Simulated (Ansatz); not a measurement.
Gas-phase electronic energies from Ansatz, PBE0-D4/def2-TZVP geometries. CCSD(T)/CBS adds triple-zeta CCSD(T) − MP2 to the extrapolated MP2 energy (def2 sets, frozen cores). This one scheme is used for every species, atoms too. For atomizations the MP2-based limit and the directly extrapolated one differ by several kJ/mol either way, and by 10 to 25 for some Ge, Se and Sn compounds, so smaller differences from it don't rank the levels. DFT in def2-TZVPP. B3LYP here is the variant with VWN-RPA as its local correlation; programs differ in this. HSE06 is defined as in plane-wave codes. Open shells (•) are unrestricted, without spin–orbit coupling. Spin–orbit coupling would lower the free atoms: a little for F, Si; clearly for Br. For Br outer-core shells are correlated without core-valence functions, so the limit isn't a true one: a few kJ/mol of doubt a bond, and 10 to 20 or more in all where bonds break to atoms. Scalar relativity is left out up to krypton.

`F[Si](F)([SiH3])Br` → Br• + 2 F• + 3 H• + 2 Si•  (atomization)

Q: What is ΔE at CCSD(T)/CBS? (Best estimate.)

A: The calculation gave: +2766.7 kJ/mol.

Q: What do these levels give: LDA (SPW92), BLYP-D4, ωB97X-V, r2SCAN, B3LYP, HSE06, CAM-B3LYP, HF/def2-SVP, MP2/def2-SVP, CCSD(T)/def2-SVP, SCS-MP2/def2-TZVPP, MP2/CBS(def2)? (An estimate is asked.)

A: Ansatz gave: LDA (SPW92) 3099.7, BLYP-D4 2711.6, ωB97X-V 2761.5, r2SCAN 2750.3, B3LYP 2683.1, HSE06 2691.2, CAM-B3LYP 2722.7, HF/def2-SVP 1993.5, MP2/def2-SVP 2566.2, CCSD(T)/def2-SVP 2504.6, SCS-MP2/def2-TZVPP 2710.6, MP2/CBS(def2) 2834.2 kJ/mol.

Largest T1 diagnostic among the species: 0.012.

Leaving LDA and LC-ωPBE aside and taking each functional with its dispersion term where it has one, the values, not all of them listed here, spread over 102.7 kJ/mol, from BHLYP-D4 to ωB97X-V. LDA lies +372.1 kJ/mol from PBE without D4, its usual overbinding. In def2-TZVPP, CCSD(T) changes the Hartree–Fock value by +606.4 kJ/mol (the triples alone add +38.3 kJ/mol) and MP2 by +673.9 kJ/mol; breaking electron pairs costs correlation energy, which Hartree–Fock lacks. At CCSD(T), def2-SVP lies −262.1 kJ/mol from the extrapolated value and def2-TZVPP −93.4 kJ/mol: correlation converges slowly with the basis, and small sets miss more of it in the bonded molecule than in its fragments.
